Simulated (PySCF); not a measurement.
## Partial charges of N-formylpiperidine

N-formylpiperidine, C6H11NO.
Structure used (GFN2-xTB), in Å, numbered top down from 1:
```
atom  x, y, z in Å
O1     3.1474   -0.2061    0.4389
C2     2.1517   -0.8893    0.3911
N3     0.9962   -0.5435   -0.1937
C4    -0.1958   -1.3520   -0.1579
C5    -1.3014   -0.6304    0.6164
C6    -1.5530    0.7432   -0.0012
C7    -0.2542    1.5458   -0.0227
C8     0.8254    0.7702   -0.7762
H9     2.1073   -1.9061    0.8272
H10    0.0377   -2.3126    0.3068
H11   -0.5309   -1.5358   -1.1868
H12   -2.2109   -1.2323    0.5973
H13   -0.9912   -0.5110    1.6566
H14   -2.3149    1.2757    0.5702
H15   -1.9231    0.6202   -1.0220
H16    0.0818    1.7243    1.0006
H17   -0.4102    2.5119   -0.5040
H18    1.7891    1.2793   -0.7194
H19    0.5394    0.6578   -1.8287
```

Density: PBE0/pcSseg-1 (PySCF); schemes: Mulliken, IAO, Hirshfeld and ESP-fitted. Geometry: GFN2-xTB, one conformer, isolated molecule.

Task: Tabulate the Mulliken, IAO, Hirshfeld and ESP-fitted charges.

Result: In e; atoms taken as equivalent share a row and are averaged (×n: the atom named and its like, n in all):

| atom | environment | Mulliken | IAO | Hirshfeld | ESP-fitted |
| --- | --- | --- | --- | --- | --- |
| O1 | amide oxygen | -0.446 | -0.497 | -0.295 | -0.514 |
| C2 | amide carbonyl carbon | +0.435 | +0.295 | +0.123 | +0.371 |
| N3 | amide nitrogen | -0.646 | -0.181 | -0.038 | -0.186 |
| C4/C8 | sp3 carbon bound to nitrogen | +0.025 | -0.159 | -0.018 | -0.047 |
| C5/C7 | ring CH2 carbon | -0.216 | -0.264 | -0.071 | +0.030 |
| C6 | ring CH2 carbon | -0.255 | -0.258 | -0.070 | -0.060 |
| H9 | formyl hydrogen | +0.063 | +0.093 | +0.040 | +0.043 |
| H10/H11/H18/H19 | methylene hydrogen | +0.125 | +0.145 | +0.043 | +0.066 |
| H12/H13/H16/H17 | methylene hydrogen | +0.123 | +0.138 | +0.042 | +0.018 |
| H14/H15 | methylene hydrogen | +0.119 | +0.133 | +0.039 | +0.023 |

Mean size of the charges over all atoms: IAO 0.188 e, Mulliken 0.187 e, ESP-fitted 0.095 e, Hirshfeld 0.061 e. Each set sums to the total charge, 0, to within 0.001 e. The Mulliken scheme counts on each atom the diagonal of the density matrix times the overlap matrix over that atom's basis functions. The ESP scheme is a least-squares fit of atom-centred charges to the potential on four shells outside the van der Waals surface, with the total charge fixed.

Some averages cover members that differ in this geometry: C4/C8, ESP-fitted -0.132 to +0.037; C5/C7, ESP-fitted -0.013 to +0.074; H12/H13/H16/H17, ESP-fitted 0.000 to +0.045; H10/H11/H18/H19, IAO +0.130 to +0.173 e.

Lowest charge. The schemes don't all agree: Mulliken N3 (-0.646); IAO O1 (-0.497); Hirshfeld O1 (-0.295); ESP-fitted O1 (-0.514).

Highest charge. All schemes agree: Mulliken C2 (+0.435); IAO C2 (+0.295); Hirshfeld C2 (+0.123); ESP-fitted C2 (+0.371).

Task: Sum the charges by element, for elements with more than one atom.

Result: 
```json
{"element": "C", "atoms": "6", "Mulliken": "-0.202", "IAO": "-0.810", "Hirshfeld": "-0.124", "ESP-fitted": "+0.277"}
{"element": "H", "atoms": "11", "Mulliken": "+1.294", "IAO": "+1.488", "Hirshfeld": "+0.458", "ESP-fitted": "+0.423"}
```

Task: How many electrons does the IAO scheme count on C8?

Result: Its own charge is -0.165 e, so Z − q = 6.165.

The run behind these numbers computed NMR shieldings as well. Hardware: one thread of an x86-64 server, no GPU, on a shared host. Cost: 26 s of wall time.
